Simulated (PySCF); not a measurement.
`ClCC1C=COC=C1`: 4 charge schemes on one density

C6H7ClO.
Structure used (GFN2-xTB), in Å, numbered top down from 1:
```
atom  x, y, z in Å
Cl1   -1.436    0.617    1.642
C2    -1.834    0.115   -0.023
C3    -0.553   -0.177   -0.819
C4     0.306    1.053   -0.932
C5     1.522    1.121   -0.411
O6     2.156    0.106    0.233
C7     1.466   -1.063    0.317
C8     0.248   -1.267   -0.160
H9    -2.457   -0.776    0.054
H10   -2.400    0.929   -0.474
H11   -0.886   -0.501   -1.818
H12   -0.112    1.909   -1.435
H13    2.147    2.000   -0.462
H14    2.049   -1.825    0.813
H15   -0.219   -2.232   -0.052
```

Density: PBE0/pcSseg-1 (PySCF); schemes: Mulliken, IAO, Hirshfeld and ESP-fitted. The structure is a single GFN2-xTB conformer in the gas phase; no vibrational or solvent corrections.

Task: At which atom do the 4 schemes differ most?

Result: At C3: from -0.214 (Mulliken) to +0.881 e (ESP-fitted), 1.095 e apart.

Task: Do the Mulliken, IAO, Hirshfeld and ESP-fitted schemes agree on where the charge is highest?

Result: The schemes don't all agree: Mulliken C7 (+0.238); IAO H13 and H14 (+0.168); Hirshfeld H13 and H14 (+0.061); ESP-fitted C3 (+0.881).

Task: What partial charge does each atom carry?

Result: In e:

| atom | environment | Mulliken | IAO | Hirshfeld | ESP-fitted |
| --- | --- | --- | --- | --- | --- |
| Cl1 | alkyl chlorine | -0.156 | -0.113 | -0.083 | -0.085 |
| C2 | sp3 C–Cl carbon | -0.140 | -0.242 | -0.035 | -0.590 |
| C3 | allylic carbon | -0.214 | -0.111 | -0.032 | +0.881 |
| C4 | alkene CH carbon | -0.220 | -0.230 | -0.084 | -0.721 |
| C5 | vinylic carbon bearing oxygen | +0.237 | +0.051 | +0.025 | +0.256 |
| O6 | cyclic ether oxygen | -0.424 | -0.286 | -0.089 | -0.320 |
| C7 | vinylic carbon bearing oxygen | +0.238 | +0.051 | +0.025 | +0.254 |
| C8 | alkene CH carbon | -0.221 | -0.229 | -0.084 | -0.723 |
| H9 | methylene hydrogen | +0.159 | +0.158 | +0.047 | +0.208 |
| H10 | methylene hydrogen | +0.159 | +0.158 | +0.047 | +0.210 |
| H11 | methine hydrogen | +0.151 | +0.144 | +0.043 | -0.068 |
| H12 | vinylic hydrogen | +0.104 | +0.157 | +0.049 | +0.229 |
| H13 | vinylic hydrogen | +0.111 | +0.168 | +0.061 | +0.118 |
| H14 | vinylic hydrogen | +0.111 | +0.168 | +0.061 | +0.118 |
| H15 | vinylic hydrogen | +0.104 | +0.157 | +0.049 | +0.232 |

Mean size of the charges over all atoms: ESP-fitted 0.334 e, Mulliken 0.183 e, IAO 0.162 e, Hirshfeld 0.054 e. Each set sums to the total charge, 0, to within 0.001 e. The ESP scheme is a least-squares fit of atom-centred charges to the potential on four shells outside the van der Waals surface, with the total charge fixed.

Task: Sum the charges by element, for elements with more than one atom.

Result: 
```json
{"element": "C", "atoms": "6", "Mulliken": "-0.319", "IAO": "-0.711", "Hirshfeld": "-0.186", "ESP-fitted": "-0.641"}
{"element": "H", "atoms": "7", "Mulliken": "+0.900", "IAO": "+1.110", "Hirshfeld": "+0.357", "ESP-fitted": "+1.046"}
```

Task: How many electrons does the ESP-fitted scheme count on C7?

Result: Z − q = 6 − (+0.254) = 5.746.

Task: How closely do the schemes follow one another over all atoms?

Result: Correlation coefficient and root-mean-square difference: IAO with Hirshfeld 0.95, 0.119 e; Mulliken with Hirshfeld 0.89, 0.150 e; Mulliken with IAO 0.89, 0.091 e; IAO with ESP-fitted 0.61, 0.341 e; Hirshfeld with ESP-fitted 0.59, 0.387 e; Mulliken with ESP-fitted 0.49, 0.366 e.

The run behind these numbers computed NMR shieldings as well. Time: 21 s wall; peak memory 0.76 GiB. Hardware: one thread of an Intel Xeon 6975P-C, on a shared host.
